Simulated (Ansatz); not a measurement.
One change: `FC/C=C/[SiH3]` becomes `[SiH3]/C=C\[SiH2]Cl`.

Ansatz, PBE0-D4/def2-TZVP geometries, multiplicity 1. Each molecule was computed in one conformer, which needn't be the lowest.

```tsv
property	`FC/C=C/[SiH3]`
HOMO energy (ωB97M-V/def2-TZVPP) / eV	-10.01
LUMO energy (B3LYP/def2-TZVPP) / eV	-0.63
HOMO energy (B3LYP/def2-TZVPP) / eV	-7.58
LUMO energy (PBE/def2-TZVPP) / eV	-1.42
LUMO energy (ωB97M-V/def2-TZVPP) / eV	1.68
HOMO–LUMO gap (ωB97M-V/def2-TZVPP) / eV	11.69
```

Task: What does the change do to each property? (An estimate is asked.)

Result: The calculation gave: 
```
                               property  `[SiH3]/C=C\[SiH2]Cl`  shift
  HOMO energy (ωB97M-V/def2-TZVPP) / eV                 -10.46  -0.45
    LUMO energy (B3LYP/def2-TZVPP) / eV                  -1.68  -1.05
    HOMO energy (B3LYP/def2-TZVPP) / eV                  -8.03  -0.45
      LUMO energy (PBE/def2-TZVPP) / eV                  -2.44  -1.02
  LUMO energy (ωB97M-V/def2-TZVPP) / eV                   0.53  -1.15
HOMO–LUMO gap (ωB97M-V/def2-TZVPP) / eV                  10.99  -0.70
```

With PBE0 the HOMO falls by 0.47 eV and the LUMO falls by 1.09 eV, so the gap narrows by about 0.62 eV. PBE moves the HOMO by -0.45 eV and ωB97M-V by -0.45 eV.

B3LYP here is the variant with VWN-RPA as its local correlation; programs differ in this.
